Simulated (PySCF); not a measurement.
## How methods differ on the fine-structure interval of Tm(56+)

Tm(56+) [Ne] 3s2 3p1 [3p1/2^1, M_J = 1/2] → Tm(56+) [Ne] 3s2 3p1 [3p3/2^1, M_J = 3/2], as a difference of total energies. Computed with PySCF 2.14 in an even-tempered Gaussian basis (18 s from 16 bohr⁻², ratio 2.4; 14 p from 21 bohr⁻², ratio 2.4; 4 d from 71 bohr⁻², ratio 2.6; 4 f from 110 bohr⁻², ratio 2.6), with the two-component X2C-1e Hamiltonian. Correlated levels: 1s2 frozen; the 54 highest virtual spinors dropped. "Screened" scales the spin-orbit matrix elements by Boettger's factors to mimic the two-electron term; Breit and QED terms are absent.

```json
{"method": "GHF (screened spin-orbit)", "fine-structure interval (cm⁻¹)": "2140200"}
{"method": "GMP2 (screened spin-orbit)", "fine-structure interval (cm⁻¹)": "2134600"}
{"method": "GHF (bare spin-orbit)", "fine-structure interval (cm⁻¹)": "2209900"}
```
